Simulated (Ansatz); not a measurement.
H3Cl2GaN (SMILES [NH3]->[Ga+]([Cl])[Cl]), charge +1, singlet, geometry from GFN2-xTB (such geometries of metal compounds can be far from the true shape). Base run: R2SCAN/def2-SV(P) (Ansatz, a quantum-chemistry and plane-wave program).

Geometry (Å):
```xyz
7

Ga     0.0006     0.0288     0.0094
Cl     1.4113     0.9694    -1.1602
Cl    -1.4428     0.2735     1.4580
N      0.0494    -2.0922    -0.5067
H     -0.4762    -2.2794    -1.3685
H     -0.3618    -2.6760     0.2300
H      1.0080    -2.4211    -0.6680
```
Charge +1, spin multiplicity 1.
All else is at Ansatz's defaults.

Each row names what was changed in the base input (with any setting that the change needs).

```tsv
change	basis functions	E (Eh)
base	88	-2900.99278
basis = pcseg-0	[?]	[?]
basis = 6-31G	70	-2901.13484
basis = pcseg-1	92	-2901.30199
basis = cc-pV(D+d)Z	[?]	[?]
basis = 6-31G**	[?]	[?]
basis = def2-SVPD	136	-2901.02302
basis = aug-pcseg-1	140	-2901.31261
basis = def2-TZVP	171	-2901.63305
basis = pcseg-2	183	-2901.68063
basis = cc-pV(T+d)Z	[?]	[?]
basis = def2-TZVPD	210	-2901.63426
basis = aug-cc-pVTZ	274	-2901.68299
```

Problem. Fill in the missing entries.

Solution. 
- basis = pcseg-0, basis functions: 63
- basis = pcseg-0, E (Eh): -2897.89161
- basis = cc-pV(D+d)Z, basis functions: 102
- basis = cc-pV(D+d)Z, E (Eh): -2901.55500
- basis = 6-31G**, basis functions: 103
- basis = 6-31G**, E (Eh): -2901.26807
- basis = cc-pV(T+d)Z, basis functions: 193
- basis = cc-pV(T+d)Z, E (Eh): -2901.68199

Totals compare only among sets that treat the same electrons; sets with core potentials leave the core out.
